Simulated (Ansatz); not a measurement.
Consider the isomerisation: `FC(F)[SiH3]` → `FC[SiH2]F`.

Program: Ansatz. Geometries: PBE0-D4/def2-TZVP. ΔE: electronic, gas phase. CCSD(T)/CBS is the MP2 limit (def2-TZVPP, def2-QZVPP) plus CCSD(T) − MP2 in def2-TZVPP, frozen cores. DFT in def2-TZVPP. B3LYP here is the variant with VWN-RPA as its local correlation; programs differ in this. HSE06 is defined as in plane-wave codes. Each species was taken in one conformer, which may not be the lowest.

`FC(F)[SiH3]`:

Cartesian coordinates in Å:
```
F 0.414 1.842 0.273
C -0.441 0.779 0.345
F -1.516 1.067 -0.447
Si 0.430 -0.814 -0.279
H -0.805 0.725 1.378
H 1.594 -1.077 0.602
H 0.863 -0.590 -1.679
H -0.540 -1.933 -0.194
```

`FC[SiH2]F`:

Cartesian coordinates in Å:
```
F 1.181 1.443 -0.544
C 0.520 0.246 -0.786
Si -0.532 -0.265 0.688
F 0.411 -0.691 1.906
H 1.267 -0.519 -1.024
H -0.115 0.374 -1.672
H -1.344 -1.444 0.294
H -1.387 0.858 1.137
```

```tsv
level	ΔE (kcal/mol)	difference from CCSD(T)/CBS
LDA (SPW92)	-40.4	6.3
revPBE-D4	-41.4	5.3
BLYP-D4	-43.2	3.5
r2SCAN-D4	-44.2	2.5
B97M-V	-45.6	1.1
PBE0-D4	-43.3	3.4
B3LYP-D4	-44.6	2.1
r2SCANh-D4	-44.6	2.1
r2SCAN0-D4	-45.2	1.5
HSE06-D4	-43.2	3.5
BHLYP-D4	-46.3	0.4
CAM-B3LYP-D4	-44.8	1.9
ωB97X-V	-43.7	3.0
ωB97M-V	-44.7	2.0
B2PLYP	-45.9	0.8
PBE	-41.6	5.1
revPBE	-41.6	5.1
BLYP	-43.3	3.4
r2SCAN	-44.2	2.5
B3LYP	-44.7	2.0
r2SCANh	-44.6	2.1
HSE06	-43.3	3.4
BHLYP	-46.3	0.4
CAM-B3LYP	-44.9	1.8
LC-ωPBE	-44.3	2.4
RPA@PBE/def2-TZVPP	-43.8	2.9
MP2/def2-SVP	-40.7	6.0
CCSD/def2-SVP	-38.9	7.8
CCSD(T)/def2-SVP	-38.2	8.5
HF/def2-TZVPP	-46.7	0.0
MP2/def2-TZVPP	-47.8	-1.1
SCS-MP2/def2-TZVPP	-47.1	-0.4
CCSD/def2-TZVPP	-46.0	0.7
CCSD(T)/def2-TZVPP	-45.4	1.3
HF/def2-QZVPP	-47.3	-0.6
MP2/def2-QZVPP	-48.8	-2.1
SCS-MP2/def2-QZVPP	-48.1	-1.4
HF/CBS(def2)	-47.4	-0.7
MP2/CBS(def2)	-49.2	-2.5
CCSD/CBS(def2)	-47.3	-0.6
CCSD(T)/CBS	-46.7	0
```

Largest T1 diagnostic among the species: 0.012.

From BLYP to BHLYP (50 % exact exchange), in def2-TZVPP and without D4, ΔE moves by −3.0 kcal/mol. At CCSD(T), def2-SVP lies +8.5 kcal/mol from the extrapolated value and def2-TZVPP +1.3 kcal/mol.
